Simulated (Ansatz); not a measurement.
Species: sum formula H4B2O, net charge 0, singlet state. SMILES: BOB
Coordinates optimised at B3LYP-D3(BJ)/def2-TZVP (Ansatz, a first-principles code):
```xyz
7

O      0.0000     0.0000     0.0000
B     -1.1648    -0.6508     0.0037
H     -1.6766    -0.9097    -1.0426
H     -1.6484    -0.9481     1.0533
B      1.1648     0.6508    -0.0037
H      1.1514     1.8438     0.0183
H      2.1736     0.0140    -0.0289
```
Charge 0, spin multiplicity 1.

Property: atomisation energy (electronic, to ground-state atoms), in kJ/mol. Cores are frozen in the correlated levels unless marked. Open shells are spin-unrestricted. Spin-orbit coupling is left out. Non-relativistic. The coupled-cluster limit lacks core correlation, which all-electron functionals hold. CBS marks a two-point X^-3 extrapolation of the correlation energy; Hartree-Fock from the larger set. The bracket is a focal-point correction in the basis named.

```csv
level,program,atomisation energy (kJ/mol)
BHLYP/def2-TZVPD,Ansatz,2598.9
r2SCANh/def2-TZVPD,Ansatz,2646.6
r2SCAN0/def2-TZVPD,Ansatz,2625.7
CCSD/aug-cc-pVDZ,Ansatz,(withheld)
"RI-MP2/CBS(aug-cc-pVTZ,aug-cc-pVQZ)+[CCSD(T)-MP2]/aug-cc-pVTZ",Ansatz,2632.8
```

Question: Complete the blanks.

Answer: 
- CCSD/aug-cc-pVDZ, atomisation energy (kJ/mol): 2426.4
